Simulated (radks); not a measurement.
Mg, 12 electrons, occupied as [Ne] 3s2. Calculated with a radial shooting solver on a logarithmic mesh with Libxc functionals: scalar-relativistic Kohn-Sham, Slater X-alpha with alpha = 0.797, spin-polarised, spherical densities, point nucleus. Some entries of the table are withheld. Estimate them.

orbital  occ.  eigenvalue (eV)  <1/r> (bohr^-1)
1s          2              (1)            11.63
2s          2         -81.7760            2.113
2p          6              (2)              (3)
3s          2              (4)           0.4341

Answer. 
(1) 1s eigenvalue (eV): -1267.642
(2) 2p eigenvalue (eV): -48.9829
(3) 2p <1/r> (bohr^-1): 1.981
(4) 3s eigenvalue (eV): -4.6250
